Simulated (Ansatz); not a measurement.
Cartesian coordinates in Å:
```
N 0.415 -0.931 0.799
C -0.236 -0.301 -0.138
O -1.181 -0.898 -0.808
F 0.418 1.493 -1.722
B 0.124 1.299 -0.384
F 1.250 1.507 0.448
H 1.141 -0.385 1.247
H 0.253 -1.885 1.089
H -1.329 -1.817 -0.542
H -0.856 1.918 0.010
```

Charge 0, multiplicity 1. The bonds changed during the relaxation, so this is another structure than the one it started from.

**Question.** List the r2SCAN/def2-TZVPP orbital energies in eV (Ansatz 0.2.0). (An estimate is asked.)

**Answer.** Ansatz gave: Occupied: -664.49, -664.20, -518.67, -387.83, -276.82, -180.65, -30.47, -29.94, -29.23, -25.94, -18.66, -16.44, -15.68, -13.16, -12.43, -11.52, -10.89, -10.65, -10.34, -9.22, -8.65, -8.35, -8.11, -6.35. Lowest empty: -2.01, -0.63, 0.75, 1.75, 3.03, 3.46, 3.63, 4.02.
